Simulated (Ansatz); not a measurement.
AlFGeH6Si (`F[SiH]([AlH2])[GeH3]`) at its PBE0-D4/def2-TZVP geometry, where that method's forces vanish. Total charge 0; spin multiplicity 1.

```xyz
10

F    -1.8716    1.3766   -0.1766
Si   -0.9283    0.0650   -0.2640
Al   -0.6689   -1.0288    1.9257
Ge    1.1708    0.7110   -1.2110
H    -1.5650   -0.8553   -1.2550
H    -1.2693   -0.4056    3.2552
H     0.1694   -2.3772    1.9788
H     1.9485    1.6396   -0.2613
H     2.0188   -0.5551   -1.4330
H     0.9956    1.4298   -2.5589
```

Problem. What forces (eV/Å) does ωB97M-V/def2-TZVPP give on these atoms in Ansatz? (Best estimate.)

Solution. Computed: 
```
F1  -0.074  0.120  0.014
Si2  0.115 -0.248 -0.067
Al3  0.012 -0.022  0.067
Ge4 -0.014  0.012 -0.020
H5   0.075  0.099  0.108
H6   0.062 -0.069 -0.148
H7  -0.090  0.142 -0.008
H8  -0.051 -0.066 -0.065
H9  -0.055  0.088  0.015
H10  0.020 -0.056  0.104
```
